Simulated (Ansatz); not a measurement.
Ansatz (a program for electronic structure) input:

Ansatz 0.2 input:
```yaml
crystal:
  periodic: [false, false, false]
  atoms:
    - {symbol: Si, position_ang: [-0.00028296, -0.00446525, -0.00656029]}
    - {symbol: F, position_ang: [-0.15673171, -0.53948077, 1.46951801]}
    - {symbol: F, position_ang: [-0.38755171, 1.52479519, 0.01969971]}
    - {symbol: F, position_ang: [-1.01646862, -0.76614773, -0.93055677]}
    - {symbol: O, position_ang: [1.47518585, -0.25378619, -0.59590875]}
    - {symbol: H, position_ang: [2.24924303, 0.12030283, -0.16883448]}
basis:
  gaussian:
    orbitals: def2-TZVPD
hamiltonian:
  xc: {name: LC-wPBE}
output: {forces: true}
```

Task: Which total energy does the run end on?

Result: -665.00478 Eh (LC-wPBE/def2-TZVPD). The basis has 212 functions.
